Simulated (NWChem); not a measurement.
A series in which one site is exchanged, each optimised at B3LYP/6-31G* with NWChem, gas phase unless a solvent is named. Pople sets run with spherical d functions. This build's default masses of Se (78.918 u) and Br (79.917 u) are each other's, which moves their modes by up to 0.6 %.

A: [Al]([Cl])([F])[Cl] (AlCl2F; site = Cl)
B: [F][Al]([Cl])[F] (AlClF2; site = F)
C: [F][AlH][Cl] (AlHClF; site = H)
D: [F][Al]([Cl])[Br] (AlBrClF; site = Br)

Task: Rank them by lowest singlet excitation, CAM-B3LYP/def2-SVPD, TDA (eV), lowest first.

Result: D (6.26), A (6.84), C (6.98), B (7.05)
